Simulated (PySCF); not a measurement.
C₆H₁₀OSi₂.
SMILES with atom numbers: `[SiH3:1]/[CH:2]=[CH:3]\[SiH2:4][c:5]1[cH:6][cH:7][cH:8][o:9]1`

Structure used (PBE0-D3(BJ)/def2-SVP), in Å, numbered top down from 1:
```
atom  x, y, z in Å
Si1   -1.549    1.067   -1.152
C2    -2.402    0.266    0.328
C3    -1.951   -0.728    1.115
Si4   -0.290   -1.592    0.984
C5     1.027   -0.440    0.337
C6     1.814   -0.463   -0.789
C7     2.621    0.711   -0.755
C8     2.271    1.364    0.392
O9     1.323    0.684    1.053
H10   -1.089    0.041   -2.136
H11   -2.564    1.935   -1.825
H12   -0.394    1.926   -0.753
H13   -3.404    0.662    0.551
H14   -2.613   -1.080    1.921
H15    0.076   -2.109    2.337
H16   -0.343   -2.741    0.029
H17    1.802   -1.232   -1.559
H18    3.363    1.031   -1.484
H19    2.607    2.291    0.850
```

Definitions: NICS(0) = −σiso at the ring centroid; NICS(1) = −σiso and NICS(1)zz = −σzz at ±1 Å along the ring normal z. Level: GIAO B3LYP/pcSseg-1 (PySCF, non-relativistic, gas phase) on the PBE0-D3(BJ)/def2-SVP geometry, one conformer.

Ring bond lengths (Å): C5–C6 1.374, C6–C7 1.425, C7–C8 1.365, C8–O9 1.341, O9–C5 1.365.

Give the NICS values of each ring in ppm.

| ring | type | NICS(0) | NICS(1), two faces | NICS(1)zz, two faces | rms pucker (Å) | centre to ring atoms, mean (Å) |
| --- | --- | --- | --- | --- | --- | --- |
| C5–C6–C7–C8–O9 | 5-membered ring with O; formal bonds all aromatic | -12.1 | -10.6 / -11.1 | -28.1 / -29.8 | 0.00 | 1.17 |

What do they say, and how far can they be read as aromaticity?

- C5–C6–C7–C8–O9: mean NICS(1)zz -29.0 ppm, shielded. A hydrogen on Si1, outside the ring, lies 1.86 Å from a NICS(1) probe.

And the bond-length index? HOMA takes Krygowski's 1993 parameters.

- C5–C6–C7–C8–O9: HOMA 0.40; the largest term is that of O9–C5, α(R − Ropt)² = 1.56.

How do the values depend on the level or the medium?

| level | NICS(0), C5–C6–C7–C8–O9 | mean NICS(1)zz, C5–C6–C7–C8–O9 |
| --- | --- | --- |
| B3LYP/pcSseg-1, gas | -12.1 | -29.0 |
| PBE0/pcSseg-1, gas | -12.4 | -29.4 |

The geometry is the same throughout.

Hardware: one thread of an Arm Neoverse V1 (shared host). Cost: 44 s. This is the whole shielding run at B3LYP/pcSseg-1, SCF included.
